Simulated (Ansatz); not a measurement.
Relaxation of C$_{2}$H$_{7}$BF$_{2}$Ge (13 atoms, charge 0, multiplicity 1), to a largest force component of 0.015 eV/Å in at most 40 steps.

Method: RKS PBE0-D4/def2-SVP (Ansatz 0.2.0).

```xyz
13
Properties=species:S:1:pos:R:3
C -0.794 -0.628 -1.102
C 0.150 0.310 -0.383
Ge 1.130 -0.726 0.909
B -0.518 1.520 0.360
F -0.286 2.871 -0.001
F -1.582 1.247 1.379
H -0.273 -1.393 -1.639
H -1.368 0.021 -1.877
H -1.558 -1.025 -0.359
H 0.870 0.741 -1.094
H 1.907 -1.869 0.217
H 0.208 -1.325 1.982
H 2.134 0.220 1.624
```

Question: Where does it end, and by what steps?

Answer: The forces met the threshold. After 17 steps the energy has fallen by 0.989 eV; F5 moved furthest, 0.87 Å.

| step | energy less start (eV) | largest force component (eV/Å) | accepted |
| --- | --- | --- | --- |
| 0 | 0.0000 | 3.473 | yes |
| 1 | -0.4095 | 4.016 | yes |
| 2 | -0.5683 | 2.917 | yes |
| 3 | -0.9234 | 0.618 | yes |
| 4 | -0.9444 | 0.358 | yes |
| 5 | -0.9650 | 0.237 | yes |
| 6 | -0.9753 | 0.337 | yes |
| 7 | -0.9808 | 0.255 | yes |
| 8 | -0.9863 | 0.116 | yes |
| 9 | -0.9855 | 0.247 | no |
| 10 | -0.9877 | 0.071 | yes |
| 11 | -0.9877 | 0.067 | yes |
| 12 | -0.9879 | 0.047 | yes |
| 13 | -0.9882 | 0.028 | yes |
| 14 | -0.9887 | 0.025 | yes |
| 15 | -0.9888 | 0.023 | yes |
| 16 | -0.9889 | 0.016 | yes |
| 17 | -0.9890 | 0.009 | yes |

```xyz
13
Properties=species:S:1:pos:R:3
C -0.866 -0.635 -1.105
C 0.088 0.326 -0.396
Ge 1.220 -0.636 0.919
B -0.597 1.491 0.364
F 0.070 2.575 0.735
F -1.875 1.450 0.713
H -0.331 -1.467 -1.588
H -1.446 -0.121 -1.887
H -1.591 -1.072 -0.402
H 0.829 0.757 -1.092
H 1.885 -1.821 0.193
H 0.339 -1.179 2.062
H 2.296 0.297 1.499
```

Run time: 110 s on 2 threads of Arm Neoverse V1 (shared host), peak memory 0.42 GiB.
